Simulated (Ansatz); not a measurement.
Consider the ligand exchange at a B–C bond: `OB(Cl)C[SiH3]` + CH₃SH → `CSB(O)Cl` + `C[SiH3]`.

Isolated molecules relaxed with PBE0-D4/def2-TZVP in Ansatz; ΔE leaves out vibrations. CCSD(T)/CBS adds triple-zeta CCSD(T) − MP2 to the extrapolated MP2 energy (def2 sets, frozen cores). This one scheme is used for every species. Functionals use def2-TZVPP. B3LYP here is the variant with VWN-RPA as its local correlation; programs differ in this. Each species was taken in one conformer, which may not be the lowest.

Q: Is it downhill or uphill in electronic energy at CCSD(T)/CBS, and by how much? (An estimate is asked.)

A: The calculation gave: Downhill: ΔE = -48.6 kJ/mol.

Q: What do these levels give: B3LYP-D4, ωB97X-V, B2PLYP, PBE0, SCS-MP2/def2-TZVPP, CCSD/CBS(def2)? (Estimate.)

A: The calculation gave: B3LYP-D4 -50.4, ωB97X-V -48.2, B2PLYP -51.1, PBE0 -51.2, SCS-MP2/def2-TZVPP -49.3, CCSD/CBS(def2) -46.5 kJ/mol.

Largest T1 diagnostic among the species: 0.012.
